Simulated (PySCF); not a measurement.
PySCF 2.14 output of an unrestricted BP86 calculation on a single atom or ion in cc-pVDZ-X2C (8s7p5d3f1g, 84 functions), with the spin-free X2C one-electron Hamiltonian (Gaussian nucleus):

```
SCF conv_tol = 1e-09
number electrons alpha = 36  beta = 27
    A. D. Becke.,  Phys. Rev. A 38, 3098 (1988)
    J. P. Perdew.,  Phys. Rev. B 33, 8822 (1986)
cycle= 1 E= -10844.7389978694  delta_E= 0.013  |g|= 0.473  |ddm|= 0.686
cycle= 2 E= -10844.5935167796  delta_E= 0.145  |g|= 1.01  |ddm|= 0.865
cycle= 3 E= -10844.7791969495  delta_E= -0.186  |g|= 0.0409  |ddm|= 0.595
cycle= 4 E= -10844.7793005998  delta_E= -0.000104  |g|= 0.0327  |ddm|= 0.0763
cycle= 5 E= -10844.7795965258  delta_E= -0.000296  |g|= 0.00388  |ddm|= 0.0423
cycle= 6 E= -10844.7796015978  delta_E= -5.07e-06  |g|= 3.12e-05  |ddm|= 0.00543
cycle= 7 E= -10844.7796015986  delta_E= -7.6e-10  |g|= 1.73e-05  |ddm|= 0.000139
converged SCF energy = -10844.7796015986  <S^2> = 24.753161  2S+1 = 10.000632
```

The run itself started from symmetry-adapted Hartree-Fock orbitals and held the occupation by maximum overlap, on a logarithmic radial grid, so the iterations belong to that start.

Which element, charge and spin multiplicity is this?

Eu (europium, neutral), multiplicity 10; the state was [Xe] 4f7 5d2, high-spin 10F determinant (an excited configuration).

Spin-orbit coupling, absent here, splits the open shell strongly.
